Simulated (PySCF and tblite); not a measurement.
Results of a calculation; reference values are marked as such.
## Dynamics report: rotation

System: 3-methyl-5-isoxazolecarboxylic acid, C₅H₅NO₃, numbered as in [CH3:1][c:2]1[cH:3][c:4]([C:5](=[O:6])[OH:7])[o:8][n:9]1.

Motion: rotation about the C4–C5 bond (torsion C3–C4–C5–O6 from 0° to 180°, rising). Geometries: GFN2-xTB; energies: PBE0/pcSseg-1 + D3(BJ); zero-point and thermal terms from GFN2-xTB harmonic modes (soft modes blended into free rotors). Rate constants are transition-state-theory values, counting equivalent paths, without tunnelling. (PySCF 2.14 with density fitting, tblite 0.8.)

| point | symmetry | E(GFN2) kcal/mol | E(DFT) kcal/mol | ZPE change kcal/mol | lowest mode cm⁻¹ | dipole D |
| --- | --- | --- | --- | --- | --- | --- |
| start | Cs | 0.0 | 0.0 | 0.00 | 55 | 1.48 |
| saddle | C1 | 4.1 | 7.0 | -0.10 | 62i | 3.45 |
| end | Cs | 0.7 | 0.6 | 0.00 | 52 | 4.58 |

| Property | Result |
| --- | --- |
| Electronic barrier | 7.0 kcal/mol |
| Barrier with zero-point energy | 6.9 kcal/mol |
| ΔH‡ (298 K) | 6.4 kcal/mol |
| ΔS‡ (298 K, symmetry apart) | -3.2 cal/(mol K) |
| Paths | 2 equivalent paths |
| End point | a different minimum |
| Mean lifetime of the start against this motion at 298 K | 20 ns |
| Cost | 3.8 min on 1 thread of Intel Xeon @ 2.50GHz, shared host (rough), peak memory 0.89 GiB, launched as `OMP_NUM_THREADS=1 python ens_run.py task.json out` |

| T/K | ΔG‡ kcal/mol | k s⁻¹ | ΔG kcal/mol | k back s⁻¹ |
| --- | --- | --- | --- | --- |
| 150 | 7.1 | 328 | 0.6 | 2820 |
| 200 | 7.2 | 1.3×10⁵ | 0.6 | 6.5×10⁵ |
| 250 | 7.2 | 4.8×10⁶ | 0.6 | 1.7×10⁷ |
| 298 | 7.4 | 5×10⁷ | 0.6 | 1.5×10⁸ |
| 350 | 7.5 | 3×10⁸ | 0.6 | 7.6×10⁸ |
| 400 | 7.6 | 1.1×10⁹ | 0.6 | 2.5×10⁹ |
| 500 | 7.9 | 7.2×10⁹ | 0.6 | 1.4×10¹⁰ |

ΔG and ΔG‡ leave out symmetry numbers and mirror images; rates count paths: 2 out, 2 back.
